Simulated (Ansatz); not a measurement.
`[F][InH][GeH3]` + CH₃SH → `C[S][GeH3]` + `[F][InH2]`  (cleavage of the Ge–In bond)

Calculated with Ansatz (gas phase, PBE0-D4/def2-TZVP geometries, no zero-point term in ΔE). CCSD(T)/CBS adds triple-zeta CCSD(T) − MP2 to the extrapolated MP2 energy (def2 sets, frozen cores). This one scheme is used for every species. DFT in def2-TZVPP. def2 core potentials past Kr. For Ge, In outer-core shells are correlated without core-valence functions, which leaves a few kJ/mol of doubt a bond. Scalar relativity is left out up to krypton.

```csv
species,B2PLYP energy (Eh)
`[F][InH][GeH3]`,-2368.81652
CH₃SH,-438.55938
`C[S][GeH3]`,-2516.40833
`[F][InH2]`,-290.96189
```

Q: Work out ΔE.

A: ΔE = (-2516.40833) + (-290.96189) − (-2368.81652) − (-438.55938) = 0.00568 Eh = +3.6 kcal/mol. CCSD(T)/CBS gives +3.6 kcal/mol.

Largest T1 diagnostic among the species: 0.016.

The D4 term adds −1.2 kcal/mol with B3LYP and −0.6 kcal/mol with PBE0; it sums over pairs of atoms, weighted by their polarisabilities, and B3LYP, whose exchange is more repulsive, gets the larger term. Leaving LDA and LC-ωPBE aside and taking each functional with its dispersion term where it has one, the values, not all of them listed here, spread over 3.6 kcal/mol, from B97M-V to PBE-D4. From BLYP to BHLYP (50 % exact exchange), in def2-TZVPP and without D4, ΔE moves by −1.5 kcal/mol.

B3LYP here is the variant with VWN-RPA as its local correlation; programs differ in this.
